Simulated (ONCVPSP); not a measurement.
## Transferability test, ONCV potential for rubidium

```
Element                 : Rb
Generator               : ONCVPSP 4.0.1
Type                    : optimised norm-conserving Vanderbilt (ONCV)
Functional              : LDA (Perdew-Zunger)
Relativity              : fully relativistic
Frozen core             : [Kr]
Valence charge          : 1
Reference configuration : 5s0.5 5p0.5
Partial waves           : 5s: rc 3.30 bohr, ncon 5, nbas 8, qcut 2.1 1/bohr, local; 5p: rc 3.30 bohr, ncon 3, nbas 7, qcut 2.3 1/bohr, 2 projectors, debl 4 Ha; d scattering state at 0.13 Ha: rc 3.75 bohr, ncon 4, nbas 8, qcut 2.5 1/bohr, 3 projectors, debl 0.6 Ha
Local potential         : the s channel
Core correction         : Teter function, fcfact 4.75, rcfact 1.65
```

Open shells are filled in proportion to 2j + 1.

Energies are relative to the spin-unpolarised reference configuration 5s0.5 5p0.5; without spin polarisation the order of configurations can differ from experiment.

| valence configuration | charge | ΔE all-electron (eV) | error AE − PS (meV) |
| --- | --- | --- | --- |
| 5s1 5p0 | 0 | -0.796 | -1.9 |
| 5s0.5 5p0 | +0.5 | 0.863 | -13 |
| 5s0 5p1 | 0 | 0.823 | -0.9 |
